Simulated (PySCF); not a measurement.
A structure optimised at PBE0-D3(BJ)/def2-TZVP, used in a PySCF frequency run:

```xyz
5

C      0.0000     0.0000    -1.1828
Si     0.0000     0.0000     0.4852
H      0.0000     0.0000    -2.2556
H      0.0000    -1.2471     1.2797
H      0.0000     1.2471     1.2797
```
Charge 0, spin multiplicity 2.

Q: Write its SMILES, formula and point group.

A: [CH]=[SiH2], CH₃Si, C2v

Q: What are its rotational constants (standard atomic weights)?

A: 161.19, 15.870, 14.448 GHz
